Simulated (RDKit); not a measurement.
Input for RDKit: UFF on CH4O2S (a complex), monomers drawn apart or pushed together.

```python
from rdkit import Chem
from rdkit.Chem import AllChem, rdDetermineBonds

blocks = [
'''5

C    -0.02306616    0.00422561   -0.17709725
H    -0.03907513    0.12355951   -1.25930005
H     0.86418262   -0.56111658    0.10647399
H     0.00303375    0.98590100    0.29381095
H    -0.92088547   -0.52784440    0.13624174
''',
'''3

O    -1.18740881    0.41666778    2.98500295
S     0.01537153   -0.36749300    2.90051212
O     1.28613788    0.30509131    2.93931071
''',
]
mol = None
for b in blocks:
    f = Chem.MolFromXYZBlock(b)
    rdDetermineBonds.DetermineBonds(f, charge=0)
    mol = f if mol is None else Chem.CombineMols(mol, f)
Chem.SanitizeMol(mol)
print(Chem.MolToSmiles(Chem.RemoveHs(mol)))
ff = AllChem.UFFGetMoleculeForceField(mol, vdwThresh=100.0, ignoreInterfragInteractions=False)
e = ff.CalcEnergy()
print(f'UFF energy {e:.6f} kcal/mol')
```

Program output:

```
C.O=[S+][O-]
UFF energy 12.302641 kcal/mol
```

The run finished.

Cost: about 0.010 core-seconds (a rough figure).
